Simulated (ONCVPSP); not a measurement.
Pseudopotential generation for iron (Fe): ONCV, PBE, scalar-relativistic.

Fe (Z = 26), optimised norm-conserving Vanderbilt (ONCV), made with ONCVPSP 4.0.1 (PBE, scalar-relativistic). Core [Ne], reference 3s2 3p6 3d6 4s2. Waves: 3s+4s: rc 1.35 bohr, ncon 3, nbas 7, qcut 10 1/bohr, 2 projectors; 3p: rc 1.00 bohr, ncon 4, nbas 8, qcut 16.3 1/bohr, 2 projectors, debl 2.6 Ha; 3d: rc 1.45 bohr, ncon 4, nbas 8, qcut 9.1 1/bohr, 3 projectors, debl 2.6 Ha. Local part: polynomial inside 0.65 bohr (lpopt 5, dvloc0 0 Ha). Core correction: none.

- Cutoffs needed: 64 Ha and 83 Ha (the cutoffs (Ha) at which the residual kinetic energy of the hardest occupied pseudo-wave falls to 1 and 0.1 mHa per electron)
- Ghost test: no bound ghost flagged; GHOST(+) flagged for s at 254.0 eV
- Largest excitation error: +20 meV (all-electron minus pseudo) for 3s2 3p6 3d5 4s0, out of 4 test configurations
